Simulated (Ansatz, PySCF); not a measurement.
Gas-phase reaction (SMILES): [SiH3]O[SiH](Cl)Cl → [SiH3] (SiH3) + [O][SiH](Cl)Cl; the O-Si bond at the site shown breaks (other sites are not compared here).

Geometries: B3LYP-D3(BJ)/def2-TZVP minima from Ansatz (a first-principles code), one conformer each, not searched for the lowest. Valence correlation only, unless marked. Open shells are spin-unrestricted. Spin-orbit coupling is left out. Non-relativistic. Basis-set limits of correlation are two-point, X^-3; Hartree-Fock from the larger set. Thermal terms are rigid-rotor harmonic-oscillator values from B3LYP-D3(BJ) frequencies (Ansatz or PySCF) at 298.15 K and 1 atm. 1 Eh = 627.5095 kcal/mol.

```tsv
species	E, CCSD(T)/CBS(cc-pV(T+d)Z,cc-pV(Q+d)Z) (Ansatz) (Eh)	E, PBE-D3(BJ)/def2-TZVPD (Ansatz + dftd3) (Eh)	H - E (Eh)
[SiH3]O[SiH](Cl)Cl	-1575.47664	-1576.53491	0.05174
[SiH3] (SiH3)	-290.80393	-291.07783	0.02515
[O][SiH](Cl)Cl	-1284.45132	-1285.25371	0.02037
```

Q: Work out ΔE and ΔH at 298.15 K at the first level, then ΔH at the second.

A: 
1. ΔE = [(-290.80393) + (-1284.45132)] - [(-1575.47664)] = 0.22139 Eh = 138.9 kcal/mol at CCSD(T)/CBS(cc-pV(T+d)Z,cc-pV(Q+d)Z).
2. The terms H - E add up to -0.00622 Eh, so ΔH = (0.22139 + (-0.00622))×627.5095 = 135.0 kcal/mol.
3. At PBE-D3(BJ)/def2-TZVPD the same steps give ΔE = 127.6 and ΔH = 123.7 kcal/mol, a shift of -11.3 from the first level.
4. These values are not checked against measurement here, since the tables used lack a sound gas-phase enthalpy of formation for at least one species.
